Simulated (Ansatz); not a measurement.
Nudged elastic band run: CH$_{6}$AlClN$_{2}$

The input (input.yaml):

```yaml
crystal:
  periodic: [false, false, false]
  atoms:
    - { symbol: Al, position_ang: [0.421446, -0.311351, 0.8376] }
    - { symbol: "N", position_ang: [1.968771, -1.117684, 1.09983] }
    - { symbol: "N", position_ang: [-0.173919, 0.179927, -0.753572] }
    - { symbol: C, position_ang: [-1.421107, 0.836721, -1.071636] }
    - { symbol: H, position_ang: [0.390193, 0.00562, -1.579301] }
    - { symbol: Cl, position_ang: [-0.792621, 0.105644, 2.511773] }
    - { symbol: H, position_ang: [2.638136, -1.378973, 0.386183] }
    - { symbol: H, position_ang: [2.308572, -1.390559, 2.014596] }
    - { symbol: H, position_ang: [-2.002689, 1.005229, -0.151525] }
    - { symbol: H, position_ang: [-1.276996, 1.826583, -1.544798] }
    - { symbol: H, position_ang: [-2.059886, 0.238945, -1.74925] }
basis:
  gaussian: { orbitals: def2-SVP }
hamiltonian:
  xc: pbe0
  dispersion: d4
neb:
  order_check: false
  images: 7
  f_tol: 0.03
  max_iterations: 60
  final_atoms:
    - { symbol: Al, position_ang: [-0.05347868, -0.20021838, 1.11238405] }
    - { symbol: "N", position_ang: [1.73495823, -0.90612951, 0.56461278] }
    - { symbol: "N", position_ang: [-0.53019078, 0.32175548, -0.40066609] }
    - { symbol: C, position_ang: [-1.52485312, 0.93733942, -1.19931862] }
    - { symbol: H, position_ang: [1.57129267, -0.6308726, -0.41747295] }
    - { symbol: Cl, position_ang: [-0.20568118, -0.54982648, 3.19461095] }
    - { symbol: H, position_ang: [1.89221541, -1.91312834, 0.62109965] }
    - { symbol: H, position_ang: [2.56919872, -0.43846154, 0.92080615] }
    - { symbol: H, position_ang: [-2.47614198, 1.1887361, -0.68342667] }
    - { symbol: H, position_ang: [-1.16591596, 1.88985511, -1.64733762] }
    - { symbol: H, position_ang: [-1.81150334, 0.30105274, -2.06539164] }
  initial_path:
    images:
      - { positions_ang: [[0.421446, -0.311351, 0.8376], [1.968771, -1.117684, 1.09983], [-0.173919, 0.179927, -0.753572], [-1.421107, 0.836721, -1.071636], [0.390193, 0.00562, -1.579301], [-0.792621, 0.105644, 2.511773], [2.638136, -1.378973, 0.386183], [2.308572, -1.390559, 2.014596], [-2.002689, 1.005229, -0.151525], [-1.276996, 1.826583, -1.544798], [-2.059886, 0.238945, -1.74925]] }
      - { positions_ang: [[0.27163898, -0.26309335, 0.99322553], [1.902372, -1.07247266, 0.96589196], [-0.24381344, 0.18595338, -0.61832584], [-1.38334046, 0.8292013, -1.11157601], [0.48526569, -0.08418683, -1.23705337], [-0.72229393, 0.03778796, 2.74782498], [2.43722273, -1.50633279, 0.35387616], [2.37449955, -1.1511638, 1.63251045], [-2.08475612, 0.96105637, -0.35431659], [-1.19714822, 1.82892292, -1.521642], [-1.83974679, 0.2344295, -1.85051527]] }
      - { positions_ang: [[0.12183197, -0.2148357, 1.14885105], [1.83597301, -1.02726131, 0.83195392], [-0.31370788, 0.19197976, -0.48307969], [-1.34557393, 0.8216816, -1.15151601], [0.58033839, -0.17399366, -0.89480573], [-0.65196687, -0.03006808, 2.98387697], [2.23630946, -1.63369257, 0.32156932], [2.44042711, -0.91176861, 1.2504249], [-2.16682324, 0.91688375, -0.55710819], [-1.11730044, 1.83126283, -1.49848601], [-1.61960757, 0.229914, -1.95178053]] }
      - { positions_ang: [[-0.02797505, -0.16657805, 1.30447658], [1.76957401, -0.98204997, 0.69801589], [-0.38360232, 0.19800614, -0.34783353], [-1.30780739, 0.8141619, -1.19145602], [0.67541108, -0.26380049, -0.5525581], [-0.5816398, -0.09792412, 3.21992895], [2.03539619, -1.76105236, 0.28926247], [2.50635466, -0.67237341, 0.86833935], [-2.24889036, 0.87271112, -0.75989978], [-1.03745267, 1.83360275, -1.47533001], [-1.39946836, 0.2253985, -2.0530458]] }
      - { positions_ang: [[-0.17778206, -0.1183204, 1.4601021], [1.70317502, -0.93683863, 0.56407785], [-0.45349675, 0.20403252, -0.21258737], [-1.27004086, 0.8066422, -1.23139602], [0.77048377, -0.35360732, -0.21031047], [-0.51131273, -0.16578017, 3.45598093], [1.83448292, -1.88841215, 0.25695563], [2.57228221, -0.43297822, 0.4862538], [-2.33095748, 0.8285385, -0.96269138], [-0.95760489, 1.83594267, -1.45217402], [-1.17932915, 0.220883, -2.15431106]] }
      - { positions_ang: [[-0.14670622, -0.13879489, 1.37317259], [1.71112082, -0.92916135, 0.56421158], [-0.47267026, 0.23346326, -0.25960705], [-1.33374392, 0.8393165, -1.22337667], [0.970686, -0.42292364, -0.26210109], [-0.43490485, -0.26179174, 3.39063844], [1.84891604, -1.89459119, 0.34799164], [2.57151134, -0.43434905, 0.59489189], [-2.3672536, 0.9185879, -0.8928752], [-1.00968266, 1.84942078, -1.50096492], [-1.3373727, 0.24092543, -2.13208121]] }
      - { positions_ang: [[-0.11563037, -0.15926939, 1.28624308], [1.71906663, -0.92148407, 0.56434531], [-0.49184377, 0.262894, -0.30662673], [-1.39744699, 0.87199081, -1.21535732], [1.17088822, -0.49223996, -0.31389171], [-0.35849696, -0.35780332, 3.32529594], [1.86334916, -1.90077024, 0.43902764], [2.57074047, -0.43571988, 0.70352998], [-2.40354973, 1.0086373, -0.82305902], [-1.06176042, 1.86289889, -1.54975582], [-1.49541624, 0.26096787, -2.10985135]] }
      - { positions_ang: [[-0.08455452, -0.17974388, 1.19931356], [1.72701243, -0.91380679, 0.56447905], [-0.51101727, 0.29232474, -0.35364641], [-1.46115006, 0.90466511, -1.20733797], [1.37109045, -0.56155628, -0.36568233], [-0.28208907, -0.4538149, 3.25995345], [1.87778229, -1.90694929, 0.53006364], [2.5699696, -0.43709071, 0.81216806], [-2.43984586, 1.0986867, -0.75324284], [-1.11383819, 1.876377, -1.59854672], [-1.65345979, 0.2810103, -2.0876215]] }
      - { positions_ang: [[-0.05347868, -0.20021838, 1.11238405], [1.73495823, -0.90612951, 0.56461278], [-0.53019078, 0.32175548, -0.40066609], [-1.52485312, 0.93733942, -1.19931862], [1.57129267, -0.6308726, -0.41747295], [-0.20568118, -0.54982648, 3.19461095], [1.89221541, -1.91312834, 0.62109965], [2.56919872, -0.43846154, 0.92080615], [-2.47614198, 1.1887361, -0.68342667], [-1.16591596, 1.88985511, -1.64733762], [-1.81150334, 0.30105274, -2.06539164]] }
```

Run as:

```bash
$ ansatz run input.yaml --threads 2 --pin off --max-ram 3072MiB --backend cpu --events-out ev --progress --plain --runs-dir out
```

Output, in part (warnings, iteration lines, the closing report on the highest movable image, with atoms numbered from 0):

```
NEB end point (image 0): max|allowed force component| = 2.035e-2 eV/Å (the criterion of neb.relax_end_points is 1.000e-2)
NEB end point (image 8): max|allowed force component| = 2.728e-2 eV/Å (the criterion of neb.relax_end_points is 1.000e-2)
NEB iter   1: max|band force component| = 2.934e1 eV/Å  barrier→ = 5.2670 eV  barrier← = 3.0127 eV  Δτ_max = 0.1976 Å  (246 SCF iters)
NEB iter   2: max|band force component| = 2.096e0 eV/Å  barrier→ = 2.7359 eV  barrier← = 0.4816 eV  Δτ_max = 0.1954 Å  (213 SCF iters)
NEB iter   3: max|band force component| = 1.876e0 eV/Å  barrier→ = 2.4103 eV  barrier← = 0.1560 eV  Δτ_max = 0.1957 Å  (215 SCF iters)
NEB iter   4: max|band force component| = 4.459e0 eV/Å  barrier→ = 2.5952 eV  barrier← = 0.3409 eV  Δτ_max = 0.1010 Å  (207 SCF iters)
NEB iter   5: max|band force component| = 1.614e0 eV/Å  barrier→ = 2.5116 eV  barrier← = 0.2573 eV  Δτ_max = 0.1999 Å  (209 SCF iters)
NEB iter   6: max|band force component| = 1.900e0 eV/Å  barrier→ = 2.3429 eV  barrier← = 0.0886 eV  Δτ_max = 0.1005 Å  (205 SCF iters)
NEB iter   7: max|band force component| = 1.355e0 eV/Å  barrier→ = 2.3282 eV  barrier← = 0.0739 eV  Δτ_max = 0.1873 Å  (208 SCF iters)
NEB iter   8: max|band force component| = 6.144e-1 eV/Å  barrier→ = 2.3182 eV  barrier← = 0.0639 eV  Δτ_max = 0.1944 Å  (208 SCF iters)
NEB iter   9: max|band force component| = 1.393e0 eV/Å  barrier→ = 2.2976 eV  barrier← = 0.0433 eV  Δτ_max = 0.1000 Å  (201 SCF iters)
NEB iter  10: max|band force component| = 3.978e-1 eV/Å  barrier→ = 2.2827 eV  barrier← = 0.0284 eV  CI = image 6  Δτ_max = 0.1983 Å  (205 SCF iters)
NEB iter  11: max|band force component| = 3.733e-1 eV/Å  barrier→ = 2.2864 eV  barrier← = 0.0321 eV  CI = image 6  Δτ_max = 0.1986 Å  (202 SCF iters)
NEB iter  12: max|band force component| = 3.879e-1 eV/Å  barrier→ = 2.2740 eV  barrier← = 0.0197 eV  CI = image 6  Δτ_max = 0.0996 Å  (203 SCF iters)
NEB iter  13: max|band force component| = 2.121e-1 eV/Å  barrier→ = 2.2660 eV  barrier← = 0.0117 eV  CI = image 6  Δτ_max = 0.0992 Å  (207 SCF iters)
NEB iter  14: max|band force component| = 2.315e-1 eV/Å  barrier→ = 2.2648 eV  barrier← = 0.0105 eV  CI = image 6  Δτ_max = 0.0499 Å  (206 SCF iters)
NEB iter  15: max|band force component| = 1.269e-1 eV/Å  barrier→ = 2.2641 eV  barrier← = 0.0098 eV  CI = image 6  Δτ_max = 0.0498 Å  (196 SCF iters)
NEB iter  16: max|band force component| = 1.169e-1 eV/Å  barrier→ = 2.2638 eV  barrier← = 0.0095 eV  CI = image 6  Δτ_max = 0.0498 Å  (204 SCF iters)
NEB iter  17: max|band force component| = 1.135e-1 eV/Å  barrier→ = 2.2638 eV  barrier← = 0.0095 eV  CI = image 6  Δτ_max = 0.0499 Å  (204 SCF iters)
NEB iter  18: max|band force component| = 1.054e-1 eV/Å  barrier→ = 2.2638 eV  barrier← = 0.0095 eV  CI = image 6  Δτ_max = 0.0499 Å  (193 SCF iters)
NEB iter  19: max|band force component| = 1.375e-1 eV/Å  barrier→ = 2.2638 eV  barrier← = 0.0095 eV  CI = image 6  Δτ_max = 0.0249 Å  (206 SCF iters)
NEB iter  20: max|band force component| = 1.213e-1 eV/Å  barrier→ = 2.2638 eV  barrier← = 0.0095 eV  CI = image 6  Δτ_max = 0.0249 Å  (196 SCF iters)
NEB iter  21: max|band force component| = 1.171e-1 eV/Å  barrier→ = 2.2635 eV  barrier← = 0.0092 eV  CI = image 6  Δτ_max = 0.0249 Å  (197 SCF iters)
NEB iter  22: max|band force component| = 8.003e-2 eV/Å  barrier→ = 2.2632 eV  barrier← = 0.0089 eV  CI = image 6  Δτ_max = 0.0249 Å  (194 SCF iters)
NEB iter  23: max|band force component| = 2.414e-1 eV/Å  barrier→ = 2.2629 eV  barrier← = 0.0086 eV  CI = image 7  Δτ_max = 0.0249 Å  (193 SCF iters)
NEB iter  24: max|band force component| = 1.635e-1 eV/Å  barrier→ = 2.2638 eV  barrier← = 0.0095 eV  CI = image 6  Δτ_max = 0.0497 Å  (202 SCF iters)
NEB iter  25: max|band force component| = 3.594e-1 eV/Å  barrier→ = 2.2629 eV  barrier← = 0.0086 eV  CI = image 7  Δτ_max = 0.0997 Å  (200 SCF iters)
NEB iter  26: max|band force component| = 1.650e-1 eV/Å  barrier→ = 2.2639 eV  barrier← = 0.0096 eV  CI = image 6  Δτ_max = 0.1971 Å  (205 SCF iters)
NEB iter  27: max|band force component| = 1.810e-1 eV/Å  barrier→ = 2.2643 eV  barrier← = 0.0100 eV  CI = image 6  Δτ_max = 0.1069 Å  (198 SCF iters)
NEB iter  28: max|band force component| = 2.284e-1 eV/Å  barrier→ = 2.2634 eV  barrier← = 0.0091 eV  CI = image 6  Δτ_max = 0.0537 Å  (203 SCF iters)
NEB iter  29: max|band force component| = 7.370e-2 eV/Å  barrier→ = 2.2634 eV  barrier← = 0.0091 eV  CI = image 6  Δτ_max = 0.1075 Å  (206 SCF iters)
NEB iter  30: max|band force component| = 1.276e-1 eV/Å  barrier→ = 2.2642 eV  barrier← = 0.0099 eV  CI = image 6  Δτ_max = 0.0536 Å  (204 SCF iters)
NEB iter  31: max|band force component| = 1.194e-1 eV/Å  barrier→ = 2.2643 eV  barrier← = 0.0100 eV  CI = image 6  Δτ_max = 0.0536 Å  (196 SCF iters)
NEB iter  32: max|band force component| = 7.375e-2 eV/Å  barrier→ = 2.2645 eV  barrier← = 0.0102 eV  CI = image 6  Δτ_max = 0.0536 Å  (193 SCF iters)
NEB iter  33: max|band force component| = 6.151e-2 eV/Å  barrier→ = 2.2646 eV  barrier← = 0.0103 eV  CI = image 6  Δτ_max = 0.0535 Å  (182 SCF iters)
NEB iter  34: max|band force component| = 5.378e-2 eV/Å  barrier→ = 2.2647 eV  barrier← = 0.0104 eV  CI = image 6  Δτ_max = 0.0536 Å  (186 SCF iters)
NEB iter  35: max|band force component| = 5.632e-2 eV/Å  barrier→ = 2.2648 eV  barrier← = 0.0105 eV  CI = image 6  Δτ_max = 0.0536 Å  (186 SCF iters)
NEB iter  36: max|band force component| = 7.694e-2 eV/Å  barrier→ = 2.2649 eV  barrier← = 0.0106 eV  CI = image 6  Δτ_max = 0.0536 Å  (186 SCF iters)
NEB iter  37: max|band force component| = 5.957e-2 eV/Å  barrier→ = 2.2649 eV  barrier← = 0.0106 eV  CI = image 6  Δτ_max = 0.0536 Å  (181 SCF iters)
NEB iter  38: max|band force component| = 5.482e-2 eV/Å  barrier→ = 2.2650 eV  barrier← = 0.0107 eV  CI = image 6  Δτ_max = 0.0535 Å  (188 SCF iters)
NEB iter  39: max|band force component| = 7.483e-2 eV/Å  barrier→ = 2.2650 eV  barrier← = 0.0107 eV  CI = image 6  Δτ_max = 0.0269 Å  (185 SCF iters)
NEB iter  40: max|band force component| = 4.641e-2 eV/Å  barrier→ = 2.2650 eV  barrier← = 0.0107 eV  CI = image 6  Δτ_max = 0.0268 Å  (188 SCF iters)
NEB iter  41: max|band force component| = 2.248e-2 eV/Å  barrier→ = 2.2650 eV  barrier← = 0.0107 eV  CI = image 6  Δτ_max = 0.0000 Å  (370 SCF iters)
Total energy: -23215.08862404 eV, -853.1387711811 hartree
Atom 0 at     0.002712    -0.039989     1.115286 Å, force     0.000256     0.001042     0.003148 eV/Å
Atom 1 at     1.665785    -1.023797     0.599084 Å, force    -0.000746     0.000086    -0.003848 eV/Å
Atom 2 at    -0.526121     0.332565    -0.422271 Å, force     0.001326    -0.003433    -0.003938 eV/Å
Atom 3 at    -1.500190     0.946544    -1.246967 Å, force    -0.000887     0.002521     0.000928 eV/Å
Atom 4 at     1.498813    -0.888869    -0.408950 Å, force     0.000119    -0.000145     0.004423 eV/Å
Atom 5 at    -0.023591    -0.096091     3.233075 Å, force    -0.000036     0.000209    -0.000181 eV/Å
Atom 6 at     1.711955    -2.021456     0.809614 Å, force     0.000113     0.000013    -0.000221 eV/Å
Atom 7 at     2.561949    -0.609392     0.857814 Å, force     0.000057     0.000012    -0.000239 eV/Å
Atom 8 at    -2.514523     0.504591    -1.153012 Å, force     0.000241    -0.000438    -0.000288 eV/Å
Atom 9 at    -1.635173     2.032591    -1.059325 Å, force    -0.000590    -0.000260     0.000031 eV/Å
Atom 10 at    -1.241715     0.863405    -2.324447 Å, force     0.000146     0.000395     0.000184 eV/Å
Dipole moment:     1.025574    -0.618220    -0.028370 e Å
```

It converged. The profile has 3 maxima (images 1, 3, 6) with wells between them (images 2, 4): this band takes more than one step, which may be the mechanism or a detour left from its start path. Neighbouring images differ by up to 1.7 eV, so the band resolves the path poorly. A vibrational analysis at the climbing image gives one clearly imaginary mode, 65i cm⁻¹: a first-order saddle point. The orbitals stay closed-shell, which can raise the energy where a bond breaks towards radicals; this wasn't checked here.

Final band (atoms are numbered from 1 in the order of the input):

```tsv
image	path coordinate (Å)	energy (eV)	N3–H5 (Å)	N2–H5 (Å)
0	0.00	0.00	1.02	3.31
1	1.61	0.08	1.01	3.29
2	3.22	0.00	1.01	3.30
3	4.83	0.18	1.02	3.18
4	6.44	0.11	1.01	3.09
5	8.05	0.53	1.03	2.43
6	9.66	2.27	2.36	1.03
7	10.45	2.26	2.34	1.03
8	11.25	2.25	2.31	1.03
```

The run took 8.5 min on 2 threads of Intel(R) Xeon(R) 6975P-C (Granite Rapids), on a shared host, peak memory 0.28 GiB.
